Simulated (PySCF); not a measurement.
PySCF input file for C₃H₅FSi, SMILES FC=C=C[SiH3], TDDFT-ωB97X/def2-SVPD. Coordinates come from a B3LYP-D3(BJ)/def2-SVP optimisation. The structure was generated by enumeration, and PubChem lists no compound with its InChIKey, so it may never have been made.

```python
import numpy as np
from pyscf import gto, scf, dft, tdscf

mol = gto.M(
    atom='''
    F     2.67980108    0.10907236   -0.61424644
    C     1.63358348    0.89107833   -0.28962712
    C     0.57112419    0.44294320    0.33593598
    C    -0.52669034    0.02056152    0.91540414
    Si   -2.01029831   -0.62164345   -0.05415636
    H     1.76461798    1.93484759   -0.59215073
    H    -0.58211078    0.03544702    2.01529439
    H    -3.21518537    0.19724260    0.27083527
    H    -2.29251123   -2.03494083    0.33237396
    H    -1.71694816   -0.53873766   -1.51022407
    ''',
    basis='def2-SVPD',
    charge=0,
    spin=0,
    max_memory=1600,
    verbose=4,
)
mf = dft.RKS(mol, xc='wb97x').density_fit(auxbasis='def2-universal-jkfit')
mf.grids.level = 3
mf.conv_tol = 1e-9
mf.max_cycle = 100
mf.kernel()
mf.grids = dft.Grids(mol).set(level=1).build(with_non0tab=True)  # coarser grid for the response kernel
td = tdscf.TDDFT(mf)
td.singlet = True
td.nstates = 10
td.conv_tol = 1e-4
td.positive_eig_threshold = 1e-6
td.kernel(x0=td.get_init_guess(mf, 15))
td.analyze()
tt = tdscf.TDA(mf)
tt.singlet = False
tt.nstates = 4
tt.conv_tol = 1e-4
tt.positive_eig_threshold = 1e-6
tt.kernel(x0=tt.get_init_guess(mf, 9))
tt.analyze(verbose=3)
```

It prints:

```
PySCF version 2.14.0

[INPUT] verbose = 4
[INPUT] num. atoms = 10
[INPUT] num. electrons = 46
[INPUT] charge = 0
[INPUT] spin (= nelec alpha-beta = 2S) = 0
[INPUT] symmetry False subgroup None
[INPUT] Mole.unit = angstrom
[INPUT] Symbol           X                Y                Z      unit          X                Y                Z       unit  Magmom
[INPUT]  1 F      2.679801080000   0.109072360000  -0.614246440000 AA    5.064090109514   0.206116888160  -1.160757544589 Bohr   0.0
[INPUT]  2 C      1.633583480000   0.891078330000  -0.289627120000 AA    3.087025378814   1.683893999235  -0.547315935047 Bohr   0.0
[INPUT]  3 C      0.571124190000   0.442943200000   0.335935980000 AA    1.079268302214   0.837041336738   0.634826997587 Bohr   0.0
[INPUT]  4 C     -0.526690340000   0.020561520000   0.915404140000 AA   -0.995300495054   0.038855641505   1.729863117893 Bohr   0.0
[INPUT]  5 Si    -2.010298310000  -0.621643450000  -0.054156360000 AA   -3.798913234576  -1.174735867630  -0.102340688303 Bohr   0.0
[INPUT]  6 H      1.764617980000   1.934847590000  -0.592150730000 AA    3.334644696683   3.656332037875  -1.119002704161 Bohr   0.0
[INPUT]  7 H     -0.582110780000   0.035447020000   2.015294390000 AA   -1.100029948357   0.066985159732   3.808354457472 Bohr   0.0
[INPUT]  8 H     -3.215185370000   0.197242600000   0.270835270000 AA   -6.075819789008   0.372734494097   0.511804485173 Bohr   0.0
[INPUT]  9 H     -2.292511230000  -2.034940830000   0.332373960000 AA   -4.332218362190  -3.845480848395   0.628095755337 Bohr   0.0
[INPUT] 10 H     -1.716948160000  -0.538737660000  -1.510224070000 AA   -3.244561792476  -1.018066630389  -2.853909879026 Bohr   0.0

nuclear repulsion = 188.458359617165
number of shells = 63
number of NR pGTOs = 215
number of NR cGTOs = 147
basis = def2-SVPD
ecp = {}


[settings echo left out]
init E= -506.696104507103
  HOMO = -0.249388088298605  LUMO = -0.0551551122162479  gap/eV = 5.28535
cycle= 1 E= -506.229303028705  delta_E= 0.467  |g|= 0.447  |ddm|= 5.08
  HOMO = -0.359709565417702  LUMO = 0.028070741338512  gap/eV = 10.55204
cycle= 2 E= -506.245703946426  delta_E= -0.0164  |g|= 0.433  |ddm|= 0.873
  HOMO = -0.358602462058027  LUMO = 0.0319218894206661  gap/eV = 10.62671
cycle= 3 E= -506.275672698933  delta_E= -0.03  |g|= 0.0503  |ddm|= 0.398
  HOMO = -0.355695247716774  LUMO = 0.0371563558057164  gap/eV = 10.69004
cycle= 4 E= -506.276266214595  delta_E= -0.000594  |g|= 0.0184  |ddm|= 0.161
  HOMO = -0.356127642383434  LUMO = 0.0382338378712515  gap/eV = 10.73112
cycle= 5 E= -506.276349951887  delta_E= -8.37e-05  |g|= 0.00797  |ddm|= 0.0473
  HOMO = -0.356606582297868  LUMO = 0.0376228760300661  gap/eV = 10.72753
cycle= 6 E= -506.276365929528  delta_E= -1.6e-05  |g|= 0.000823  |ddm|= 0.017
  HOMO = -0.356448578743162  LUMO = 0.0378209126257163  gap/eV = 10.72862
cycle= 7 E= -506.276366407306  delta_E= -4.78e-07  |g|= 0.000299  |ddm|= 0.00558
  HOMO = -0.356520954340463  LUMO = 0.0377597359713913  gap/eV = 10.72892
cycle= 8 E= -506.276366451408  delta_E= -4.41e-08  |g|= 7.52e-05  |ddm|= 0.00136
  HOMO = -0.356511041063418  LUMO = 0.0377740230164516  gap/eV = 10.72904
cycle= 9 E= -506.276366454494  delta_E= -3.09e-09  |g|= 3.25e-05  |ddm|= 0.000336
  HOMO = -0.356508319638682  LUMO = 0.0377725583338764  gap/eV = 10.72893
cycle= 10 E= -506.276366454827  delta_E= -3.33e-10  |g|= 1.08e-05  |ddm|= 8.61e-05
  HOMO = -0.356510449685157  LUMO = 0.0377720689486987  gap/eV = 10.72897
Extra cycle  E= -506.276366454857  delta_E= -2.92e-11  |g|= 1.07e-05  |ddm|= 4.63e-05
converged SCF energy = -506.276366454857
tot grids = 39616
Overwritten attributes  positive_eig_threshold  of <class 'pyscf.tdscf.rks.TDDFT'>


******** <class 'pyscf.tdscf.rks.TDDFT'> for <class 'pyscf.df.df_jk.DFRKS'> ********
nstates = 10 singlet
deg_eia_thresh = 1.000e-03
wfnsym = None
conv_tol = 0.0001
eigh lindep = 1e-12
eigh level_shift = 0
eigh max_cycle = 100


Excitation energies (eV)
[4.58028251 6.96634073 7.06868039 7.2639701  7.58048723 8.05383802
 8.34897995 8.51500353 8.56221988 8.64742103]

** Singlet excitation energies and oscillator strengths **
Excited State   1:      4.58028 eV    270.69 nm  f=0.0009
      23 -> 24        0.69599
Excited State   2:      6.96634 eV    177.98 nm  f=0.0474
      22 -> 24        0.58030
      23 -> 25       -0.28292
      23 -> 26       -0.17221
      23 -> 27        0.17748
Excited State   3:      7.06868 eV    175.40 nm  f=0.0016
      20 -> 27        0.10001
      22 -> 25        0.40709
      22 -> 26        0.42100
      22 -> 27       -0.33670
Excited State   4:      7.26397 eV    170.68 nm  f=0.0075
      23 -> 25       -0.36895
      23 -> 26        0.52214
      23 -> 28        0.15369
      23 -> 30        0.18113
Excited State   5:      7.58049 eV    163.56 nm  f=1.2754
      22 -> 24        0.36184
      23 -> 25        0.39194
      23 -> 26        0.32932
      23 -> 27       -0.26333
Excited State   6:      8.05384 eV    153.94 nm  f=0.0353
      19 -> 24       -0.11337
      22 -> 25       -0.41904
      22 -> 26        0.50149
      22 -> 27        0.12473
Excited State   7:      8.34898 eV    148.50 nm  f=0.0033
      18 -> 24       -0.19478
      19 -> 24        0.47822
      21 -> 24        0.40757
      23 -> 30        0.11508
Excited State   8:      8.51500 eV    145.61 nm  f=0.0138
      23 -> 26        0.12520
      23 -> 28       -0.42614
      23 -> 29        0.45564
      23 -> 30       -0.13397
      23 -> 32        0.13985
Excited State   9:      8.56222 eV    144.80 nm  f=0.0177
      19 -> 28       -0.10164
      23 -> 25        0.12298
      23 -> 27        0.20260
      23 -> 28        0.45739
      23 -> 29        0.39805
      23 -> 32        0.11695
Excited State  10:      8.64742 eV    143.38 nm  f=0.0233
      19 -> 24        0.20126
      21 -> 24       -0.40059
      23 -> 27       -0.10833
      23 -> 29        0.10040
      23 -> 30        0.44788
      23 -> 31        0.10171

** Transition electric dipole moments (AU) **
state          X           Y           Z        Dip. S.      Osc.
  1         0.0128      0.0585      0.0634      0.0076      0.0009
  2        -0.5005     -0.1589      0.0449      0.2778      0.0474
  3        -0.0617      0.0710      0.0206      0.0093      0.0016
  4        -0.0754     -0.0308      0.1888      0.0423      0.0075
  5        -2.3613     -0.9218      0.6644      6.8672      1.2754
  6         0.2556      0.3259     -0.0864      0.1790      0.0353
  7         0.0915      0.0705      0.0520      0.0161      0.0033
  8        -0.1618     -0.0464     -0.1939      0.0659      0.0138
  9        -0.2621     -0.0680      0.1052      0.0844      0.0177
 10         0.1351      0.0092      0.3027      0.1100      0.0233

** Transition velocity dipole moments (imaginary part, AU) **
state          X           Y           Z        Dip. S.      Osc.
  1         0.0010      0.0102      0.0091      0.0002      0.0007
  2        -0.1279     -0.0390      0.0128      0.0180      0.0470
  3        -0.0146      0.0164      0.0060      0.0005      0.0013
  4        -0.0166     -0.0074      0.0592      0.0038      0.0096
  5        -0.6543     -0.2535      0.1794      0.5246      1.2553
  6         0.0709      0.1048     -0.0245      0.0166      0.0374
  7         0.0277      0.0228      0.0173      0.0016      0.0034
  8        -0.0565     -0.0172     -0.0646      0.0077      0.0163
  9        -0.0776     -0.0194      0.0302      0.0073      0.0155
 10         0.0470      0.0042      0.1049      0.0132      0.0278

** Transition magnetic dipole moments (imaginary part, AU) **
state          X           Y           Z
  1        -0.7355     -0.3850      0.5061
  2        -0.1354      0.3554     -0.0934
  3        -0.4661     -0.0014      0.1411
  4        -0.4322      0.7969      0.0058
  5        -0.4822      1.1341     -0.4597
  6         0.7198      0.0540     -0.7947
  7        -0.0401     -0.1216     -0.3392
  8        -0.3059      0.3224     -0.0144
  9        -0.0598     -0.3342     -0.0402
 10        -0.1100     -0.2027      0.0903
Overwritten attributes  positive_eig_threshold  of <class 'pyscf.tdscf.rks.TDA'>


******** <class 'pyscf.tdscf.rks.TDA'> for <class 'pyscf.df.df_jk.DFRKS'> ********
nstates = 4 triplet
deg_eia_thresh = 1.000e-03
wfnsym = None
conv_tol = 0.0001
eigh lindep = 1e-12
eigh level_shift = 0
eigh max_cycle = 100


Excitation energies (eV)
[4.20073621 4.30805952 4.66926875 6.76824595]

** Triplet excitation energies and oscillator strengths **
Excited State   1:      4.20074 eV    295.15 nm  f=0.0000
Excited State   2:      4.30806 eV    287.80 nm  f=0.0000
Excited State   3:      4.66927 eV    265.53 nm  f=0.0000
Excited State   4:      6.76825 eV    183.19 nm  f=0.0000
```

The run converged.

Cost: about 6 core-minutes (a rough figure).
